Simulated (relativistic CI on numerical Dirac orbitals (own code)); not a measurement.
# As3+: calculation against measurement

Calculated at this level of theory: Dirac-Coulomb-Breit CI, KLI orbitals optimised for each configuration, model QED, valence Slater integrals scaled by 0.85, P86 correlation estimate, and configurations built on the next ion tied to the tabulated ionisation energy (semi-empirical) (own radial code, finite nucleus).

Configurations in the expansion (outside the closed core [Ar]): 3d10 4s2, 3d10 4s 4d, 3d10 4s 5s, 3d10 4s 5p, 3d10 4s 4p, 3d10 4s 5d, 3d10 4s 6s, 3d10 4s 4f, 3d10 4s 5f, 3d10 4p2, 3d10 4d2, 3d10 4p 4d, 3d10 4f2, 3d10 4p 4f, 3d10 4s 6p, 3d10 4p 5s, 3d10 4s 5g, 3d10 4s 6d, 3d10 4s 6f, 3d9 4s 4p2, 3d8 4s2 4p2, 3d9 4s2 4p, 3d10 4d 4f. Levels of other configurations are missing.

```csv
Configuration,Term (tabulated),J,Measured (cm⁻¹),Computed,Error,Purity (%)
3d10 4s2,1S,0,0.0,0,0,97
3d10 4s 4p,3P°,1,76962.0,81125,4163,99
3d10 4s 4p,3P°,2,79492.0,83516,4024,100
3d10 4s 4p,1P°,1,112022.0,116533,4511,97
3d10 4p2,3P,1,181468.0,178638,-2830,100
3d10 4p2,3P,2,184394.0,181568,-2826,82
3d10 4s 4d,3D,1,210597.0,214412,3815,100
3d10 4s 4d,3D,2,210729.8,214531,3802,100
3d10 4s 4d,3D,3,210932.6,214714,3782,100
3d10 4p2,1S,0,211683.0,209164,-2519,95
3d10 4s 5s,3S,1,220127.6,224585,4457,100
3d10 4s 5p,3P°,0,251212.0,254955,3743,99
3d10 4s 5p,3P°,1,251466.9,255240,3773,97
3d10 4s 5p,3P°,2,252285.0,255997,3712,99
3d10 4s 5p,1P°,1,254039.9,258743,4703,94
3d10 4s 5d,3D,1,295580.8,299458,3877,100
3d10 4s 5d,3D,2,295639.0,299507,3868,100
3d10 4s 5d,3D,3,295730.2,299584,3854,100
3d10 4s 6s,3S,1,298875.1,303032,4157,100
3d10 4s 6s,1S,0,300698.9,305700,5001,100
```

Measured levels from Moore, Atomic Energy Levels, vol. II, NSRDS-NBS 35 (1971 reprint of NBS Circular 467, 1952); pairs were made by configuration, J and term (by order where the table uses no LS term), so strongly mixed levels may be paired wrongly. The analysis dates from before 1960.

Mean error by configuration (cm⁻¹): 3d10 4s 4p 4233; 3d10 4p2 -2725; 3d10 4s 4d 3799; 3d10 4s 5s 4457; 3d10 4s 5p 3983; 3d10 4s 5d 3866; 3d10 4s 6s 4579. Over the excited levels the mean absolute error is 3864 cm⁻¹ (19 of the 20 excited levels that our extract of the source holds in range could be paired, and the others can miss by more), and the median relative error of those above 1,000 cm⁻¹ is 1.6 %.
